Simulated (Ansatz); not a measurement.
BHOZn, relaxed with RKS PBE-D4/def2-SVP in Ansatz from a rough embedded geometry. The force threshold is 0.03 eV/Å; the program also tests the step.

Charge 0, multiplicity 1. The bonds changed during the relaxation, so this is another structure than the one it started from.

Start:

```xyz
4

B     0.176    0.159    0.700
O     0.400    0.519   -0.746
Zn   -0.939   -0.128   -1.555
H     0.363   -0.550    1.602
```

| step | energy (eV) | largest force (eV/Å) | largest move (Å) |
| --- | --- | --- | --- |
| 1 | -51136.7610 | 9.004 | 0.000 |
| 2 | -51138.2234 | 6.651 | 0.109 |
| 3 (rejected) | -51138.0365 | 16.450 | 0.195 |
| 4 | -51139.0953 | 4.143 | 0.095 |
| 5 | -51139.6058 | 2.125 | 0.100 |
| 6 | -51139.9923 | 0.647 | 0.150 |
| 7 | -51140.1674 | 0.360 | 0.200 |
| 8 | -51140.2069 | 0.122 | 0.116 |
| 9 | -51140.2337 | 0.073 | 0.145 |
| 10 | -51140.2386 | 1.172 | 0.197 |
| 11 | -51140.2413 | 0.570 | 0.026 |
| 12 | -51140.2539 | 0.075 | 0.030 |
| 13 | -51140.2573 | 0.052 | 0.051 |
| 14 | -51140.2604 | 0.469 | 0.150 |
| 15 | -51140.2629 | 0.107 | 0.045 |
| 16 | -51140.2637 | 0.042 | 0.012 |
| 17 | -51140.2647 | 0.056 | 0.065 |
| 18 | -51140.2647 | 0.009 | 0.003 |

End:

```xyz
4

B     0.454    0.174    0.522
O     1.060    1.021   -0.107
Zn   -1.480   -0.577   -1.684
H    -0.033   -0.618    1.269
```

It took 17 s on 2 threads of an Arm Neoverse V1 on a shared host, with 0.13 GiB of host memory at the peak.
